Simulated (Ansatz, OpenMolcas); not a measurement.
**GeTe (SMILES [Ge][Te]): the electronic atomisation energy, rung by rung**

The species is GeTe (2 atoms), meant as a singlet with charge 0. As SMILES, `[Ge][Te]`. The bond length is the measured one.

```jsonl
{"atom": "Ge", "x (Å)": "0.0000", "y (Å)": "0.0000", "z (Å)": "0.0000"}
{"atom": "Te", "x (Å)": "0.0000", "y (Å)": "0.0000", "z (Å)": "2.3402"}
```

Each level gives the electronic atomisation energy (eV). The values are calculated. Electronic energies at fixed atoms, without zero-point motion or spin-orbit coupling.

```tsv
level	kind	program	value (eV)	CPU time (all runs)
SVWN5/def2-TZVP (core potential)	LDA	OpenMolcas	5.57	28 s
revPBE/def2-TZVP (core potential)	GGA	OpenMolcas	4.43	37 s
M06-L/def2-TZVP (core potential)	meta-GGA	OpenMolcas	4.88	45 s
r2SCAN0/def2-TZVP (core potential)	hybrid meta-GGA	Ansatz	4.21	27 s
CAM-B3LYP/def2-TZVP (core potential)	range-separated hybrid	Ansatz	4.17	14 s
HSE06/def2-TZVP (core potential)	range-separated hybrid	Ansatz	4.39	17 s
wB97M-V/def2-TZVP (core potential)	range-separated hybrid	Ansatz	4.18	89 s
wB97X/def2-TZVP (core potential)	range-separated hybrid	Ansatz	4.48	44 s
FCI/STO-3G	exact in the basis	Ansatz	5.39	2 s
```

All-electron rows without a relativistic Hamiltonian named are non-relativistic, while core potentials hold scalar relativity, so basis and relativity change together. The values span 4.17 to 5.57 eV. High-level rows in very small sets aren't better than simpler rows in larger ones. Times are those of the runs behind each value, whatever else they computed, on shared processors of several kinds: orders of magnitude only.
